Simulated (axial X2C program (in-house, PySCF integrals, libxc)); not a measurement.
# Photoelectron levels of SiSb⁻ by EOM-IP-CCSD

Computed with an axial X2C code built on PySCF integrals: two-component X2C with atomic mean-field Coulomb and Gaunt terms, Gaussian nuclei, basis Sb dyall-acv3z, Si dyall-av3z with contracted cores.

R = 2.309 Å (near the PBE0 minimum at charge -1 of the determinant lowest at the starting distance; the state shown can have its own minimum elsewhere).

Hartree–Fock spinors of SiSb⁻ (one of each Kramers pair; a window near the gap, which can cut inner shells):

```tsv
ω	occupied	ε (eV)	character
1/2	yes	-14.18	46% Sb s, 29% Si s, 11% Si p
1/2	yes	-8.40	35% Si s, 22% Sb p, 21% Sb s
1/2	yes	-3.31	41% Sb p, 41% Si p, 7% Si s
1/2	yes	-2.62	56% Sb p, 32% Si p, 6% Si d
3/2	yes	-2.36	50% Sb p, 39% Si p, 5% Si d
1/2	no	3.24	60% Si p, 31% Sb p, 4% Sb s
1/2	no	3.91	82% Si p, 7% Sb p, 6% Si d
3/2	no	3.93	79% Si p, 10% Sb p, 7% Si d
1/2	no	3.99	51% Sb p, 29% Si p, 11% Si s
3/2	no	4.31	78% Sb p, 16% Si p, 5% Sb d
1/2	no	4.33	84% Sb p, 10% Si p, 4% Sb d
```

Vertical detachment energies of SiSb⁻ to the states of SiSb:

```tsv
Ω of SiSb	vertical detachment energy (eV)	above lowest (cm⁻¹)	ionised spinor	one-hole weight
3/2	2.786	0	50% Sb pπ, 39% Si pπ	0.95
1/2	2.848	499	27% Sb pπ, 23% Si pσ, 18% Sb pσ	0.94
1/2	3.157	2996	33% Sb pπ, 20% Si pσ, 17% Sb pσ	0.94
1/2	6.727	31791	37% Si sσ, 28% Sb pσ, 18% Sb sσ	0.67
```

(1) How far does the lowest EOM-IP-CCSD energy lie from the Koopmans value −ε of the highest filled spinor?

(2) What is the splitting of the first π pair in the table, and is it regular or inverted?

This point took 31 s on 1 thread of Arm Neoverse N1, on a shared host.

Reference electrons by ω block (each with its −ω partner): 1/2: 22, 3/2: 9, 5/2: 2. 20 electrons of SiSb⁻ correlated (inner shells frozen), 82 natural virtual spinors (a truncated set); levels can be off by some tenths of an eV. Roots sought by Ω: (1/2: 4, 3/2: 3, 5/2: 1); the list ends where they run out and leaves out roots under 60 % one-particle weight. The solver can skip a root, and states that need a further excitation, which the method places far too high, are missing though they may lie low or lowest. T1 of the reference 0.017 (Lee–Taylor). Number of frozen shells: Sb 4 s, 3 p, 1 d; Si 2 s, 1 p.

## Answers

(1) 2.786 eV against 2.36 eV, a shift of 0.43 eV: relaxation of the final state lowers the energy and the loss of correlation raises it.

(2) E(3/2) − E(1/2) = 0 − 499 = -499 cm⁻¹ at EOM-IP-CCSD: inverted, Ω = 3/2 lower. Splittings at this level can be off by ten to twenty per cent.
